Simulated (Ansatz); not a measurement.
CH$_{7}$BFGeN, SMILES `B[N]([GeH3])CF`, relaxed with RKS PBE0-D4/def2-TZVP in the Gaussian-basis code of Ansatz from a PBE-D4/def2-SVP geometry. The force threshold is 0.005 eV/Å; the program also tests the step.

Total charge 0; spin multiplicity 1.

Start:

```xyz
12

B    -0.067    1.484    0.802
N     0.122    0.242    0.167
Ge   -1.326   -0.939   -0.183
C     1.395   -0.174   -0.358
F     1.301   -0.392   -1.729
H    -1.172    1.779    1.219
H     0.887    2.232    0.930
H    -1.921   -0.639   -1.579
H    -2.366   -0.706    0.934
H    -0.732   -2.370   -0.133
H     2.150    0.618   -0.168
H     1.728   -1.135    0.098
```

How much energy does the relaxation release, and in how many steps? (Estimate.)

Computed: 4.62 kJ/mol, in 12 steps.

Which bonds change most? (Best estimate.)

Ansatz gave: N2–Ge3 from 1.901 to 1.875 Å; B1–H7 from 1.219 to 1.199 Å; B1–H6 from 1.217 to 1.197 Å; C4–H12 from 1.115 to 1.095 Å.

Give the relaxed structure. (Estimate.)

Ansatz gave: 
```xyz
12

B    -0.065    1.464    0.786
N     0.114    0.234    0.150
Ge   -1.316   -0.938   -0.160
C     1.383   -0.164   -0.361
F     1.339   -0.248   -1.744
H    -1.150    1.758    1.199
H     0.875    2.196    0.916
H    -1.883   -0.708   -1.566
H    -2.366   -0.650    0.916
H    -0.741   -2.358   -0.038
H     2.141    0.573   -0.091
H     1.669   -1.160   -0.006
```
